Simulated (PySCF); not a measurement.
Harmonic spectrum computed at PBE0 in the def2-TZVP basis family (core potentials from Rb on, PySCF, no spin–orbit coupling):

```csv
ω (cm⁻¹),"IR (km/mol, summed over degenerate members)",degeneracy
922,22.8,1
1018,21.0,2
2215,65.1,1
2228,198,2
```

Problem. Which molecule gave it? In each, all ligands are bound to the one heavy central atom.
A. BrH₃ (singlet)
B. GaH₃ (singlet)
C. AsH₃ (singlet)
D. GeH₃ (doublet)

Solution. C. It has C3v symmetry with As–H 1.522 Å (×3).
